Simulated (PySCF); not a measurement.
A run for PySCF: R-M06-2X/def2-TZVPP on H6O7Si2 (SMILES O[Si](O)(O)O[Si](O)(O)O).

```python
from pyscf import gto, dft

mol = gto.M(
    atom='''
    O     2.88992585    0.48585735    0.41737047
    Si    1.44630849   -0.30786854    0.50606086
    O     1.41466513   -1.44381201   -0.68777353
    O     1.27678011   -0.88646946    2.03824047
    O     0.15522019    0.71537461    0.28248293
    Si   -1.36644164    0.52003626   -0.29713575
    O    -1.79726588    1.88245384   -1.12014354
    O    -1.27920326   -0.85547499   -1.23724787
    O    -2.53829995    0.21811898    0.81524412
    H     3.29172782    0.49633083   -0.45919715
    H     0.52351078   -1.57215063   -1.06035888
    H     2.05770610   -1.30721643    2.41559519
    H    -1.07066850    2.38873526   -1.50197846
    H    -2.11311523   -1.31120655   -1.40455317
    H    -2.89095000    0.97739150    1.29349431
    ''',
    basis='def2-tzvpp',
    charge=0, spin=0, verbose=4, max_memory=1800)
mf = dft.RKS(mol, xc='m062x').density_fit(auxbasis='def2-universal-jkfit')
mf.grids.level = 4
mf.conv_tol = 1e-9
mf.max_cycle = 150
mf.kernel()
mf.dip_moment()
```

Output:

```
PySCF version 2.14.0

[INPUT] verbose = 4
[INPUT] num. atoms = 15
[INPUT] num. electrons = 90
[INPUT] charge = 0
[INPUT] spin (= nelec alpha-beta = 2S) = 0
[INPUT] symmetry False subgroup None
[INPUT] Mole.unit = angstrom
[INPUT] Symbol           X                Y                Z      unit          X                Y                Z       unit  Magmom
[INPUT]  1 O      2.889925850000   0.485857350000   0.417370470000 AA    5.461168376801   0.918137327107   0.788715880781 Bohr   0.0
[INPUT]  2 Si     1.446308490000  -0.307868540000   0.506060860000 AA    2.733126937733  -0.581787222970   0.956316427762 Bohr   0.0
[INPUT]  3 O      1.414665130000  -1.443812010000  -0.687773530000 AA    2.673329653672  -2.728409274258  -1.299703607425 Bohr   0.0
[INPUT]  4 O      1.276780110000  -0.886469460000   2.038240470000 AA    2.412764729192  -1.675184497191   3.851716264305 Bohr   0.0
[INPUT]  5 O      0.155220190000   0.715374610000   0.282482930000 AA    0.293323648103   1.351862089368   0.533815372565 Bohr   0.0
[INPUT]  6 Si    -1.366441640000   0.520036260000  -0.297135750000 AA   -2.582200464802   0.982726106243  -0.561505189317 Bohr   0.0
[INPUT]  7 O     -1.797265880000   1.882453840000  -1.120143540000 AA   -3.396340286225   3.557322199736  -2.116764510801 Bohr   0.0
[INPUT]  8 O     -1.279203260000  -0.855474990000  -1.237247870000 AA   -2.417343819051  -1.616613437515  -2.338059622501 Bohr   0.0
[INPUT]  9 O     -2.538299950000   0.218118980000   0.815244120000 AA   -4.796691727497   0.412185134769   1.540588111462 Bohr   0.0
[INPUT] 10 H      3.291727820000   0.496330830000  -0.459197150000 AA    6.220464056412   0.937929335878  -0.867756850681 Bohr   0.0
[INPUT] 11 H      0.523510780000  -1.572150630000  -1.060358880000 AA    0.989291997457  -2.970934117262  -2.003787876951 Bohr   0.0
[INPUT] 12 H      2.057706100000  -1.307216430000   2.415595190000 AA    3.888500973847  -2.470281038232   4.564813336917 Bohr   0.0
[INPUT] 13 H     -1.070668500000   2.388735260000  -1.501978460000 AA   -2.023270235199   4.514055425492  -2.838327934396 Bohr   0.0
[INPUT] 14 H     -2.113115230000  -1.311206550000  -1.404553170000 AA   -3.993209054347  -2.477821272236  -2.654220818690 Bohr   0.0
[INPUT] 15 H     -2.890950000000   0.977391500000   1.293494310000 AA   -5.463103739811   1.847002251478   2.444349989583 Bohr   0.0

nuclear repulsion = 735.28119613653
number of shells = 141
number of NR pGTOs = 544
number of NR cGTOs = 385
basis = def2-tzvpp
ecp = {}


******** <class 'pyscf.df.df_jk.DFRKS'> ********
method = DFRKS
initial guess = minao
damping factor = 0
level_shift factor = 0
DIIS = <class 'pyscf.scf.diis.CDIIS'>
diis_start_cycle = 1
diis_space = 8
diis_damp = 0
SCF conv_tol = 1e-09
SCF conv_tol_grad = None
SCF max_cycles = 150
direct_scf = False
XC library pyscf.dft.libxc version 7.1.2
    S. Lehtola, C. Steigemann, M. J. T. Oliveira, and M. A. L. Marques,  SoftwareX 7, 1–5 (2018)
XC functionals = m062x
    Y. Zhao and D. G. Truhlar,  Theor. Chem. Acc. 120, 215 (2008)
    Y. Zhao and D. G. Truhlar,  Theor. Chem. Acc. 120, 215 (2008)
radial grids:
    Treutler-Ahlrichs [JCP 102, 346 (1995); DOI:10.1063/1.469408] (M4) radial grids

becke partition: Becke, JCP 88, 2547 (1988); DOI:10.1063/1.454033
pruning grids: <function nwchem_prune>
grids dens level: 4
symmetrized grids: False
atomic radii adjust function: <function treutler_atomic_radii_adjust>
small_rho_cutoff = 0
Set gradient conv threshold to 3.16228e-05
Initial guess from minao.
tot grids = 349904
******** <class 'pyscf.df.df.DF'> ********
auxbasis = def2-universal-jkfit
init E= -1110.71777642611
  HOMO = -0.460180072864263  LUMO = -0.0554757348663415  gap/eV = 11.01257
cycle= 1 E= -1109.32877138155  delta_E= 1.39  |g|= 1.42  |ddm|= 3.22
  HOMO = -0.275308087259447  LUMO = 0.0422468247330003  gap/eV = 8.64111
cycle= 2 E= -1109.27313403174  delta_E= 0.0556  |g|= 1.59  |ddm|= 1.41
  HOMO = -0.391237532059225  LUMO = 0.0242064227489812  gap/eV = 11.30481
cycle= 3 E= -1109.67426090291  delta_E= -0.401  |g|= 0.0602  |ddm|= 0.769
  HOMO = -0.3923443935825  LUMO = 0.0256033810167286  gap/eV = 11.37294
cycle= 4 E= -1109.67483053148  delta_E= -0.00057  |g|= 0.0246  |ddm|= 0.0453
  HOMO = -0.391843538518372  LUMO = 0.0258329944266641  gap/eV = 11.36556
cycle= 5 E= -1109.67490810847  delta_E= -7.76e-05  |g|= 0.0136  |ddm|= 0.0182
  HOMO = -0.392113743406121  LUMO = 0.0256951508861756  gap/eV = 11.36916
cycle= 6 E= -1109.67493832528  delta_E= -3.02e-05  |g|= 0.00145  |ddm|= 0.00696
  HOMO = -0.392167635685973  LUMO = 0.0256433635024353  gap/eV = 11.36922
cycle= 7 E= -1109.67493876062  delta_E= -4.35e-07  |g|= 0.000626  |ddm|= 0.00162
  HOMO = -0.392116247776265  LUMO = 0.0256587178513791  gap/eV = 11.36824
cycle= 8 E= -1109.67493882787  delta_E= -6.73e-08  |g|= 0.000238  |ddm|= 0.000451
  HOMO = -0.392116220341037  LUMO = 0.0256606745265049  gap/eV = 11.36829
cycle= 9 E= -1109.67493883821  delta_E= -1.03e-08  |g|= 6.85e-05  |ddm|= 0.00017
  HOMO = -0.392118610055515  LUMO = 0.0256584290494471  gap/eV = 11.36829
cycle= 10 E= -1109.67493883929  delta_E= -1.07e-09  |g|= 1.05e-05  |ddm|= 6.81e-05
  HOMO = -0.392118965856822  LUMO = 0.025658579341861  gap/eV = 11.36831
cycle= 11 E= -1109.67493883931  delta_E= -2.41e-11  |g|= 6.12e-06  |ddm|= 1.04e-05
  HOMO = -0.39211803513427  LUMO = 0.0256584253316975  gap/eV = 11.36828
Extra cycle  E= -1109.67493883931  delta_E= -2.73e-12  |g|= 7.11e-06  |ddm|= 6.06e-06
converged SCF energy = -1109.67493883931
Dipole moment(X, Y, Z, Debye): -0.60703,  0.60773, -1.28609
```

The calculation finished and met its thresholds.

Cost: very roughly 5 core-minutes.
